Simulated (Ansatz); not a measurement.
`F[SiH2][SiH](F)F` + PH₃ → `F[SiH2]P` + `F[SiH2]F` at 298.15 K and 1 bar (cleavage of the Si–Si bond).

Program: Ansatz. Geometries: PBE0-D4/def2-TZVP. ΔE: electronic, gas phase. CCSD(T)/CBS adds triple-zeta CCSD(T) − MP2 to the extrapolated MP2 energy (def2 sets, frozen cores). This one scheme is used for every species. Each species was taken in one conformer, which may not be the lowest.

```csv
species,CCSD(T)/CBS energy (Eh),H − E (kJ/mol),S (J/(mol·K))
`F[SiH2][SiH](F)F`,-879.52477,112.8,354.9
PH₃,-342.72256,73.1,210.2
`F[SiH2]P`,-732.27050,114.4,302.0
`F[SiH2]F`,-489.99391,72.3,262.5
```

H − E and S are ideal-gas, rigid-rotor, harmonic terms from PBE0-D4/def2-TZVP, for one conformer and one mirror image of each species. 1 Eh = 2625.50 kJ/mol, R = 8.31446 J/(mol·K).

Problem. By hand: ΔE, ΔH, ΔS and ΔG.

Solution. ΔE = (-732.27050) + (-489.99391) − (-879.52477) − (-342.72256) = -0.01708 Eh = -44.8 kJ/mol. Δ(H − E) = 114.4 + 72.3 − 112.8 − 73.1 = 0.8, so ΔH = -44.0 kJ/mol. ΔS = 302.0 + 262.5 − 354.9 − 210.2 = -0.6 J/(mol·K). ΔG = -44.0 − 298.15 × (-0.6)/1000 = -43.8 kJ/mol.

Problem. By hand: the equilibrium constant, and the temperature at which ΔG would vanish if ΔH and ΔS stayed fixed.

Solution. log₁₀ K = −ΔG/(RT ln 10) = 7.7. ΔG = 0 at ΔH/ΔS = 73333 K, far beyond where these terms or the molecules hold.

The number of gas molecules stays the same, so ΔS is small and ΔH decides. A doubt of 5 kJ/mol in ΔE shifts log₁₀ K by 0.9 here. Other conformers and mirror images would add mixing entropy, several J/(mol·K) or more a flexible species. Modes under 60 cm⁻¹, often nearly free rotors, make the harmonic entropy too high. These are equilibria of isolated gas molecules and say nothing of rates. Largest T1 diagnostic: 0.013 (customary marks: 0.02 for closed shells, 0.045 for open ones).
